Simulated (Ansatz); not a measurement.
Correlation energies of `B[S][ZnH]` by basis set

```xyz
6

B     0.279   -1.051   -0.447
S    -0.120   -0.785    1.263
Zn   -0.404    1.335    0.806
H     0.553   -2.154   -0.813
H     0.283   -0.152   -1.248
H    -0.590    2.808    0.440
```

Charge 0, multiplicity 1. For Zn the d shell is correlated and the shells below it are frozen. Scalar relativity is left out up to krypton. The structure was optimised at the PBE0-D4/def2-TZVP level. Frozen core, restricted reference, Ansatz.

| basis | HF (Eh) | MP2 corr. | CCSD corr. | (T) | CCSD(T) total |
| --- | --- | --- | --- | --- | --- |
| def2-SVP | -2201.40545 | ? | -0.53472 | -0.01640 | ? |
| def2-TZVPP | ? | -0.79115 | -0.77597 | -0.02893 | ? |
| def2-QZVPP | -2201.86908 | -0.84962 | ? | ? | ? |

(1) Fill in the withheld values. (Estimate.)

Results:

(1) The calculation gave: def2-SVP MP2 corr.: -0.52387; def2-SVP CCSD(T) total: -2201.95657; def2-TZVPP HF (Eh): -2201.81529; def2-TZVPP CCSD(T) total: -2202.62019; def2-QZVPP CCSD corr.: -0.82689; def2-QZVPP (T): -0.03452; def2-QZVPP CCSD(T) total: -2202.73049.
